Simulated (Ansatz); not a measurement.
Reaction (ligand exchange at the Si–O bond): `[CH3][Mg][O][SiH3]` + `NC(O)O` → `NC(O)O[SiH3]` + `[CH3][Mg][OH]`

Isolated molecules relaxed with PBE0-D4/def2-TZVP in Ansatz; ΔE leaves out vibrations. CCSD(T)/CBS is the MP2 limit (def2-TZVPP, def2-QZVPP) plus CCSD(T) − MP2 in def2-TZVPP, frozen cores. DFT in def2-TZVPP. B3LYP here is the variant with VWN-RPA as its local correlation; programs differ in this. For Mg outer-core shells are correlated without core-valence functions, which leaves a few kJ/mol of doubt a bond. One conformer a species, not always the lowest.

```csv
level,ΔE (kcal/mol)
B2PLYP,9.9
B3LYP,10.0
HF/def2-TZVPP,11.0
CCSD(T)/def2-TZVPP,10.2
MP2/def2-QZVPP,9.8
SCS-MP2/def2-QZVPP,10.2
MP2/CBS(def2),9.8
CCSD/CBS(def2),10.3
```

Question: What does CCSD(T)/CBS give? (Estimate.)

Answer: Computed: +10.2 kcal/mol. The listed levels differ from it by -0.3, -0.2, 0.8, 0.0, -0.4, 0.0, -0.4, 0.1 kcal/mol.

Largest T1 diagnostic among the species: 0.011.

In def2-TZVPP, CCSD(T) changes the Hartree–Fock value by −0.9 kcal/mol (the triples alone add −0.1 kcal/mol) and MP2 by −1.3 kcal/mol. The D4 term adds −1.0 kcal/mol with B3LYP and −0.6 kcal/mol with PBE0; it sums over pairs of atoms, weighted by their polarisabilities, and B3LYP, whose exchange is more repulsive, gets the larger term.
